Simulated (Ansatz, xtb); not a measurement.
Relative energy of two isomers of AlH5O3Si

We compare a, `[OH][AlH][O][SiH2]O`, a singlet, with b, `[OH][Al]([OH])[O][SiH3]`, a singlet. Both are isolated molecules in the gas phase, relaxed with PBE0-D4/def2-SVP; the shapes shown needn't be the lowest conformers.

a (Å):

```xyz
10

Al    2.3677    2.1523   -0.3494
O     2.7266    0.7358   -1.2180
O     0.9670    2.1152    0.6476
O     0.3688   -0.5065    0.3211
Si   -0.1749    0.9637    0.9227
H     2.1144   -0.0026   -1.1081
H     3.2678    3.4319   -0.4374
H    -1.4190    1.2949    0.1816
H    -0.4235    0.8247    2.3872
H     0.7365   -1.1196    0.9642
```

b (Å):

```yaml
atoms:
  - { symbol: Al, position_ang: [0.8744, 0.5361, -0.9254] }
  - { symbol: O, position_ang: [0.3260, 1.4072, -2.2658] }
  - { symbol: O, position_ang: [2.5500, 0.3809, -0.7683] }
  - { symbol: O, position_ang: [-0.1959, -0.1430, 0.1975] }
  - { symbol: Si, position_ang: [-1.2234, -0.7792, 1.3095] }
  - { symbol: H, position_ang: [-0.5927, 1.5735, -2.4762] }
  - { symbol: H, position_ang: [2.9961, -0.0826, -0.0597] }
  - { symbol: H, position_ang: [-2.4590, 0.0564, 1.4191] }
  - { symbol: H, position_ang: [-1.6213, -2.1661, 0.9178] }
  - { symbol: H, position_ang: [-0.5712, -0.8344, 2.6544] }
```

Task: Estimate which is lower in electronic energy at CCSD(T)/def2-SVP + ΔMP2/def2-TZVPP, and by roughly how much.

Result: The CCSD(T)/def2-SVP + ΔMP2/def2-TZVPP calculation puts structure b lower, by 4.7 kcal/mol.

How the difference moves with the method:

```json
{"level": "PBE0-D4/def2-SVP", "geometry": "PBE0-D4/def2-SVP", "E(b) − E(a) (kcal/mol)": "−4.3", "departure from the last row (kcal/mol)": "+0.4", "job, with rough time for the two": "optimisation, 2.7 min"}
{"level": "HF/def2-SVP", "geometry": "PBE0-D4/def2-SVP", "E(b) − E(a) (kcal/mol)": "−8.2", "departure from the last row (kcal/mol)": "−3.5", "job, with rough time for the two": "part of the CCSD(T) run"}
{"level": "MP2/def2-SVP", "geometry": "PBE0-D4/def2-SVP", "E(b) − E(a) (kcal/mol)": "−5.6", "departure from the last row (kcal/mol)": "−0.9", "job, with rough time for the two": "part of the CCSD(T) run"}
{"level": "CCSD(T)/def2-SVP", "geometry": "PBE0-D4/def2-SVP", "E(b) − E(a) (kcal/mol)": "−5.4", "departure from the last row (kcal/mol)": "−0.8", "job, with rough time for the two": "single point"}
{"level": "CCSD(T)/def2-SVP + ΔMP2/def2-TZVPP", "geometry": "PBE0-D4/def2-SVP", "E(b) − E(a) (kcal/mol)": "−4.7", "departure from the last row (kcal/mol)": "", "job, with rough time for the two": "single point, 24 s"}
```

As drawn, b has 1 Al–O, 1 Si–H in place of 1 O–Si, 1 Al–H.

None of the levels shown reverses the order. The largest departure from CCSD(T)/def2-SVP + ΔMP2/def2-TZVPP is that of HF/def2-SVP, 3.5 kcal/mol. A small imaginary or near-zero mode remains, so no thermal terms are given. Levels run at GFN2-xTB geometries aren't shown. The last row adds to CCSD(T) the change of the MP2 difference between the two basis sets, here +0.8 kcal/mol.

The correlated steps freeze 13 core orbitals. Codes used: Ansatz 0.2.0; the last row on 2 threads of Arm Neoverse V1 on a shared host.
